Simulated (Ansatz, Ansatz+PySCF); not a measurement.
```xyz
12

B    -0.8063   -0.9819    0.6899
N     0.2357   -0.2739    1.3606
B     1.0483    0.7006    0.7073
N     0.7851    0.9561   -0.6718
B    -0.2421    0.2813   -1.3973
N    -1.0208   -0.6822   -0.6888
H    -1.4810   -1.8035    1.2673
H     0.4050   -0.4707    2.3381
H     1.9256    1.2869    1.2993
H     1.3491    1.6429   -1.1545
H    -0.4446    0.5167   -2.5666
H    -1.7542   -1.1723   -1.1836
```

Basis set: def2-SVP (spherical functions). Left uncorrelated: 6 orbitals. Charge 0, multiplicity 3.

Computed with Ansatz (development build ahead of 0.2.0); each method stands on the lowest determinant of its kind that the runs found.

Give the atomization energy at this shape (free ground-state atoms in the same class of orbitals less the molecule, no zero-point energy) of triplet B₃N₃H₆ by UHF-MP2, UHF.

```tsv
method	atomization energy
UHF-MP2	4260.4 kJ/mol
UHF	3225.0 kJ/mol
```

Caution: another spin multiplicity may lie lower; the determinant breaks the point group.
